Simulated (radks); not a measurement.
The scandium ion Sc2+, configuration [Ar] 3d1.

All-electron calculation, Dirac Kohn-Sham, PBE, spin-unpolarised, spherical densities, point nucleus; open shells are shared between the two j in proportion to 2j + 1; speed of light set to 13703.6 atomic units (100 times the physical value, a model run). Program: a radial shooting solver on a logarithmic mesh with Libxc functionals.

Energy parts (hartree):
total: -759.66665
kinetic: 758.96928
electron-nucleus: -1787.75382
Hartree: 307.45633
exchange-correlation: -38.33844

Orbitals (lengths in bohr, moments of r in powers of bohr):
orbital  occ.  eigenvalue (hartree)     <r^2>
1s1/2       2             -161.2005  0.007271
2s1/2       2             -17.82253    0.1416
2p1/2       2             -14.81632    0.1175
2p3/2       4             -14.81630    0.1175
3s1/2       2              -2.56322     1.344
3p1/2       2              -1.79676     1.594
3p3/2       4              -1.79676     1.594
3d3/2     0.4              -0.66254     3.110
3d5/2     0.6              -0.66254     3.110

The highest occupied level is 3d5/2 at -18.029 eV. The density falls to 0.001 e/bohr^3 at r = 3.11 bohr.
